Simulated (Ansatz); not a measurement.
Total energies of In₄Sn (the lowest singlet isomer of a short search) from Ansatz at PBE-D4/def2-TZVP, gas phase (1 Eh = 27.2114 eV = 2625.5 kJ/mol). The reference geometry is relaxed at r2SCAN-D4/def2-SVP.

```
atom    x (Å)    y (Å)    z (Å)
 In1   0.8317  -2.6460  -1.1107
 In2  -1.7321   1.3969   1.0245
 In3  -0.9121   1.1542  -1.7529
 In4   0.4874  -0.0201   2.2556
 Sn5   1.3250   0.1150  -0.4165
```

```csv
state,geometry,energy (Eh)
charge 0 singlet,reference,-975.03304
charge 1 doublet,reference,-974.80474
charge 0 triplet,relaxed at r2SCAN-D4/def2-SVP,-975.01258
charge 0 quintet,relaxed at r2SCAN-D4/def2-SVP,-974.98971
free In atom (doublet),–,-190.11735
free Sn atom (triplet),–,-214.24935
```

In the def2 sets In, Sn take a core potential; there is no spin–orbit coupling.

**Question.** Work out the vertical ionisation energy to the doublet.

**Answer.** E(charge 1 doublet) − E(charge 0 singlet) = -974.80474 − (-975.03304) = 0.22830 Eh = 6.21 eV. For comparison, −ε of the highest occupied level is 4.32 eV at this level, 1.89 eV less.

**Question.** Which of the charge 0 states is lowest, and how far above it are the others?

**Answer.** The singlet. triplet: -975.01258 − (-975.03304) = 0.02046 Eh = 53.7 kJ/mol; quintet: -974.98971 − (-975.03304) = 0.04333 Eh = 113.8 kJ/mol. The triplet differs in its bonds from the reference. The quintet differs in its bonds from the reference.

**Question.** What is the binding energy per atom against free atoms?

**Answer.** Atoms: 4 × (-190.11735) + 1 × (-214.24935) = -974.71875 Eh. Binding: -974.71875 − (-975.03304) = 0.31429 Eh = 8.55 eV, or 1.71 eV for each of 5 atoms (no zero-point energy, no counterpoise term).

At PBE-D4/def2-TZVP the gap within one spin of the charge 1 doublet nearly closes, so an electron or hole may be smeared out by delocalisation error. 

The structure comes from a short search, and lower isomers may exist.
